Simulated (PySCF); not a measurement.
Predicted microwave data (PBE0/pcSseg-1 in PySCF (dipole) on a GFN2-xTB geometry, gas phase) for one isomer of C7H12NP:

```
Rotational constants : A = 1990, B = 937.6, C = 682.9 MHz
Dipole components    : |μa| = 4.41 D, |μb| = 0.41 D, |μc| = 1.91 D
Inertial defect      : -52.89 u·Å²
κ                    : -0.61
```

Question: Which structure is it? (One computed conformer of each.)
A. `[N:1]#[C:2][CH2:3][CH2:4][P:5]1[CH2:6][CH2:7][CH2:8][CH2:9]1` with C2–C3–C4–P5 180°, C3–C4–P5–C6 -173°, C4–P5–C6–C7 84°, P5–C6–C7–C8 39°, C6–C7–C8–C9 -49°, C7–C8–C9–P5 37°
B. `[CH3:1][CH2:2][P:3]([CH2:4][C:5]#[N:6])[CH:7]1[CH2:8][CH2:9]1` with C1–C2–P3–C4 -173°, C2–P3–C4–C5 -67°, C2–P3–C7–C8 104°
C. `[CH2:1]=[CH:2][C:3]1=[CH:4][P@:5]1(=[NH:6])[CH:7]([CH3:8])[CH3:9]` with C1–C2–C3–C4 -172°, C4–P5–C7–C8 96°

Answer: B. It is CCP(CC#N)C1CC1, an asymmetric top, point group C1. The candidates at the same level (rigid rotor, commonest isotopes):

| SMILES | A (MHz) | B (MHz) | C (MHz) | μa (D) | μb (D) | μc (D) | Δ (u·Å²) | point group | rotor |
| --- | --- | --- | --- | --- | --- | --- | --- | --- | --- |
| CCP(CC#N)C1CC1 | 1990 | 937.6 | 682.9 | 4.41 | 0.41 | 1.91 | -52.89 | C1 | asymmetric top |
| C=CC1=C[P@]1(=N)C(C)C | 2219 | 921.8 | 834.8 | 2.02 | 0.50 | 2.03 | -170.70 | C1 | asymmetric top |
| N#CCCP1CCCC1 | 3023 | 653.9 | 649.6 | 4.14 | 0.43 | 0.62 | -162.06 | C1 | near-prolate asymmetric top |

`N#CCCP1CCCC1` has A 52 % too high; `C=CC1=C[P@]1(=N)C(C)C` has C 22 % too high. No structure here is proved a minimum.
